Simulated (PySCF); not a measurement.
Molecule: dibromo(dichloro)silane, sum formula SiBr₂Cl₂, charge 0, multiplicity 1. SMILES: Cl[Si](Cl)(Br)Br
Geometry from a B3LYP-D3(BJ)/def2-TZVP (Ansatz) optimisation:
```xyz
5

Si    -0.0250    -0.4088     0.0235
Cl     0.1773    -1.5090     1.7251
Cl    -0.3713    -1.6633    -1.5428
Br    -1.7246     0.9776     0.2434
Br     1.8289     0.7267    -0.3413
```

Dispersion corrections to the total energy (kcal/mol) from the dftd3 and dftd4 libraries through PySCF: D3(BJ) without and D4 with the three-body term, each with the damping fitted for the functional named.

```json
[
 {"functional": "B2PLYP", "D3(BJ)": "-6.55", "D4": "(withheld)"},
 {"functional": "LC-wPBE", "D3(BJ)": "-6.96", "D4": "-7.86"},
 {"functional": "r2SCAN", "D3(BJ)": "(withheld)", "D4": "-1.45"},
 {"functional": "PBE0", "D3(BJ)": "-5.72", "D4": "-5.90"},
 {"functional": "HSE06", "D3(BJ)": "-5.27", "D4": "(withheld)"},
 {"functional": "TPSSh", "D3(BJ)": "-7.72", "D4": "-8.30"},
 {"functional": "BLYP", "D3(BJ)": "-14.36", "D4": "-14.52"}
]
```

Task: Complete the blanks.

Result: 
- B2PLYP, D4: -4.78
- r2SCAN, D3(BJ): -1.63
- HSE06, D4: -5.64
